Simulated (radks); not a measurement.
Valence configurations of the gadolinium ion Gd3+ (all share [Xe]). All-electron calculation, scalar-relativistic Kohn-Sham, PBE, spin-polarised, spherical densities, finite nucleus; open shells are filled with parallel spins first (spin-orbit coupling, left out, can overturn this in heavy ions); Fermi nuclear charge, rms radius 5.1569 fm. Program: a radial shooting solver on a logarithmic mesh with Libxc functionals. Energies are relative to 4f7; eigenvalues in eV for spin up.

valence,E (eV),moment (Bohr magnetons),e(4f),e(5d),e(6p),e(6s)
4f7,0.000,7,-35.595,-,-,-
4f5 6s2,42.558,5,-57.278,-,-,-27.288
4f6 6s1,16.554,7,-45.930,-,-,-25.485
4f5 5d2,31.336,7,-50.432,-29.265,-,-
4f6.5 6p0.5,10.063,7,-41.198,-,-18.975,-
4f5.5 6p1.5,36.871,7,-53.122,-,-21.628,-
4f5 5d1 6s1,36.056,7,-53.808,-31.453,-,-26.431
4f5 6p2,53.911,7,-59.394,-,-22.798,-
4f6 6p1,22.308,7,-47.052,-,-20.352,-
4f4.5 5d1.5 6s1,48.023,7,-57.925,-32.507,-,-26.856

NIST lists [Xe] 4f7 as the ground configuration; this level of theory agrees among the configurations tried. The energies are those of spherical high-spin densities, not of single terms.
